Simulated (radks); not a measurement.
Q: All-electron atom: Ga1.5+ in 1s(up 1, down 0.5) 2s2 2p6 3s2 3p6 3d10 4s2 (fractional occupations, a model configuration). All-electron calculation, scalar-relativistic Kohn-Sham, BLYP, spin-polarised, spherical densities, point nucleus. Program: a radial shooting solver on a logarithmic mesh with Libxc functionals. Some entries of the table are withheld. Estimate them.

orbital  occ.  eigenvalue (eV)  r(max) (bohr)
1s up       1        -10453.45        0.03165
1s down   0.5        -10403.73        0.03170
2s up       1        -1318.031         0.1804
2s down     1        -1314.890         0.1807
2p up       3        -1162.263         0.1439
2p down     3        -1159.659         0.1441
3s up       1              (1)         0.5560
3s down     1              (2)         0.5567
3p up       3        -120.6499         0.5546
3p down     3        -120.2788         0.5554
3d up       5              (3)            (4)
3d down     5              (5)            (6)
4s up       1         -22.4341          1.759
4s down     1         -22.3942          1.762

A: 
(1) 3s up eigenvalue (eV): -169.8015
(2) 3s down eigenvalue (eV): -169.3305
(3) 3d up eigenvalue (eV): -37.9121
(4) 3d up r(max) (bohr): 0.5165
(5) 3d down eigenvalue (eV): -37.9106
(6) 3d down r(max) (bohr): 0.5165
